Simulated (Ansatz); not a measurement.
Molecule: sum formula H$_{5}$BN$_{2}$O, net charge 0, singlet state. 
Structure (B3LYP-D3(BJ)/def2-TZVP (Ansatz, a quantum-chemistry and plane-wave program) minimum search):
```xyz
9

N      1.2674    -0.5594     0.3003
B      0.0087     0.0178    -0.0050
N     -1.2056    -0.7175     0.1240
O      0.0251     1.3366    -0.4359
H      2.1166    -0.0324     0.2058
H      1.3968    -1.5005     0.6208
H     -2.1110    -0.3378    -0.0839
H     -1.2384    -1.6718     0.4339
H     -0.8407     1.6984    -0.6344
```

Quantity: atomisation energy (electronic, to ground-state atoms), in kcal/mol. Correlated levels leave the core frozen unless marked. UHF or UKS for open shells. Spin-orbit coupling is left out. Non-relativistic unless marked X2C. The coupled-cluster limit lacks core correlation, which all-electron functionals hold. Basis-set limits of correlation are two-point, X^-3; Hartree-Fock from the larger set.

```csv
level,program,atomisation energy (kcal/mol)
PBE/def2-TZVPD,Ansatz,864.9
BLYP/def2-TZVPD,Ansatz,848.3
RPA@PBE/cc-pVQZ,Ansatz,?
CCSD/6-31G,Ansatz,?
CCSD/aug-cc-pVDZ,Ansatz,?
X2C-CCSD(T)/cc-pVTZ-DK,Ansatz,818.2
"CCSD(T)/CBS(aug-cc-pVTZ,aug-cc-pVQZ)",Ansatz,846.5
```

What belongs in the gaps?


- RPA@PBE/cc-pVQZ, atomisation energy (kcal/mol): 805.6
- CCSD/6-31G, atomisation energy (kcal/mol): 689.0
- CCSD/aug-cc-pVDZ, atomisation energy (kcal/mol): 771.8
